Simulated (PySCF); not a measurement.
## CsIn⁺: frontier orbitals

PBE at R = 4.423 Å; basis Cs def2-SVP with ECP46, In def2-SVP with ECP28; scalar-relativistic core potentials; PySCF 2.14. State: ²Σ⁺ (doublet), unpaired electrons σ ↑. Only the outer orbitals are listed, counted within each symmetry, core potentials removing the inner ones.

```json
{"spin": "α", "orbital": "3π", "occ.": "1", "ε (eV)": "-17.93", "on Cs (%)": "100", "main shells (%)": "100 Cs p"}
{"spin": "α", "orbital": "3π", "occ.": "1", "ε (eV)": "-17.93", "on Cs (%)": "100", "main shells (%)": "100 Cs p"}
{"spin": "α", "orbital": "5σ", "occ.": "1", "ε (eV)": "-17.87", "on Cs (%)": "100", "main shells (%)": "100 Cs p"}
{"spin": "α", "orbital": "6σ", "occ.": "1", "ε (eV)": "-12.05", "on Cs (%)": "1", "main shells (%)": "99 In s"}
{"spin": "α", "orbital": "7σ", "occ.": "1", "ε (eV)": "-6.66", "on Cs (%)": "20", "main shells (%)": "79 In p, 15 Cs s"}
{"spin": "α", "orbital": "4π", "occ.": "0", "ε (eV)": "-6.05", "on Cs (%)": "5", "main shells (%)": "95 In p"}
{"spin": "α", "orbital": "4π", "occ.": "0", "ε (eV)": "-6.05", "on Cs (%)": "5", "main shells (%)": "95 In p"}
{"spin": "α", "orbital": "8σ", "occ.": "0", "ε (eV)": "-5.02", "on Cs (%)": "89", "main shells (%)": "87 Cs s, 12 In p"}
{"spin": "β", "orbital": "3π", "occ.": "1", "ε (eV)": "-17.91", "on Cs (%)": "100", "main shells (%)": "100 Cs p"}
{"spin": "β", "orbital": "3π", "occ.": "1", "ε (eV)": "-17.91", "on Cs (%)": "100", "main shells (%)": "100 Cs p"}
{"spin": "β", "orbital": "5σ", "occ.": "1", "ε (eV)": "-17.81", "on Cs (%)": "100", "main shells (%)": "100 Cs p"}
{"spin": "β", "orbital": "6σ", "occ.": "1", "ε (eV)": "-11.60", "on Cs (%)": "1", "main shells (%)": "98 In s"}
{"spin": "β", "orbital": "7σ", "occ.": "0", "ε (eV)": "-5.78", "on Cs (%)": "37", "main shells (%)": "62 In p, 33 Cs s"}
{"spin": "β", "orbital": "4π", "occ.": "0", "ε (eV)": "-5.77", "on Cs (%)": "4", "main shells (%)": "96 In p"}
{"spin": "β", "orbital": "4π", "occ.": "0", "ε (eV)": "-5.77", "on Cs (%)": "4", "main shells (%)": "96 In p"}
```

Question: Which are the highest filled and the lowest empty level, where do they sit, and how wide is the gap?

Answer: Highest filled α 7σ at -6.66 eV (in %: 79 In p, 15 Cs s); lowest empty α 4π at -6.05 eV (in %: 95 In p); the gap at PBE is 0.61 eV.

The bond order (Mayer) is 0.36, the ⟨S²⟩ is 0.751 and the charge on Cs (Mulliken, basis-dependent) is 0.78. The charge on Cs (Löwdin, basis-dependent) is 0.62 and the dipole moment (positive dipole points towards In; it is taken about the centre of mass and depends on that origin) is -5.51 D. The polarisability along the bond is 222.1 bohr³ and the polarisability across the bond is 62.3 bohr³.

Spin–orbit coupling is left out. The state was picked by a PBE0 search and need not be the measured ground state.
